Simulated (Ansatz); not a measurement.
Computed with Ansatz on PBE0-D4/def2-TZVP structures; ΔE is electronic, products minus reactants. CCSD(T)/CBS adds triple-zeta CCSD(T) − MP2 to the extrapolated MP2 energy (def2 sets, frozen cores). This one scheme is used for every species. DFT in def2-TZVPP. B3LYP here is the variant with VWN-RPA as its local correlation; programs differ in this. Each species was taken in one conformer, which may not be the lowest.

Consider the hydrogenolysis of the Si–C bond: `C[Si](C)(N)O` + H₂ → `C[SiH](N)O` + CH₄.

```json
{"level": "PBE0-D4", "ΔE (kJ/mol)": "-19.4"}
{"level": "B3LYP-D4", "ΔE (kJ/mol)": "-21.6"}
{"level": "PBE", "ΔE (kJ/mol)": "-24.0"}
{"level": "r2SCAN", "ΔE (kJ/mol)": "-19.1"}
{"level": "B3LYP", "ΔE (kJ/mol)": "-32.3"}
{"level": "MP2/def2-TZVPP", "ΔE (kJ/mol)": "-16.3"}
{"level": "MP2/def2-QZVPP", "ΔE (kJ/mol)": "-15.3"}
{"level": "CCSD/CBS(def2)", "ΔE (kJ/mol)": "-22.9"}
```

(1) What does CCSD(T)/CBS give? (Best estimate.)

Largest T1 diagnostic among the species: 0.010.

Answers

(1) Ansatz gave: -18.8 kJ/mol. The listed levels differ from it by -0.6, -2.8, -5.2, -0.3, -13.5, 2.5, 3.5, -4.1 kJ/mol.

The D4 term adds +10.7 kJ/mol with B3LYP and +6.0 kJ/mol with PBE0; it sums over pairs of atoms, weighted by their polarisabilities, and B3LYP, whose exchange is more repulsive, gets the larger term. In def2-TZVPP, CCSD(T) changes the Hartree–Fock value by +23.0 kJ/mol (the triples alone add +4.1 kJ/mol) and MP2 by +27.3 kJ/mol.
